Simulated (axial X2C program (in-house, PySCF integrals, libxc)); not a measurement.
**Spin–orbit effects down a group: molecules with F (ions), CCSD**

Calculated with an axial X2C code built on PySCF integrals, spin-free (one-electron X2C) or two-component (2c: spin–orbit coupling with atomic mean-field Coulomb and Gaunt terms, which also bring small scalar terms), in Dyall basis sets with cores contracted in-house; open shells are unrestricted.

Basis sets: Be dyall-cv3z, Ca dyall-cv3z, F dyall-av3z, Mg dyall-cv3z, Sr dyall-cv3z. Frozen shells (counts by l): BeF⁺ F 1s, Be 1s, 8 electrons correlated; MgF⁺ Mg 2s1p, F 1s, 8 electrons correlated; CaF⁺ Ca 3s2p, F 1s, 8 electrons correlated; SrF⁺ Sr 4s3p1d, F 1s, 8 electrons correlated. Coupled cluster in natural virtuals with an MP2 remainder. Where the outer core of a metal is frozen, bonds come out longer and ionisation energies lower.

```tsv
molecule	spin-free state	Re (Å)	ωe (cm⁻¹)	De (eV)	2c state	Re 2c (Å)	ωe 2c (cm⁻¹)	De 2c (eV)
BeF⁺	M_S = 0, Λ = 0	1.319	1454.5	5.93	Ω = 0	1.319	1454.4	5.91
MgF⁺	M_S = 0, Λ = 0	1.696	843.7	4.29	Ω = 0	1.696	843.6	4.28
CaF⁺	M_S = 0, Λ = 0	1.912	661.3	5.57	Ω = 0	1.913	661.2	5.55
SrF⁺	M_S = 0, Λ = 0	2.038	561.1	5.65	Ω = 0	2.038	561.1	5.64
```

Fragments in 2c: F + Be+, Mg+ + F, Ca+ + F, Sr+ + F. Each entry is the lowest single determinant of a limited PBE0 search at one distance. De goes to single-determinant-based atoms at the same level (for ions the charge split of lowest energy) and is withheld (n/a) where an atom does not fit its ground term or J level. Main or longest-lived isotopes.
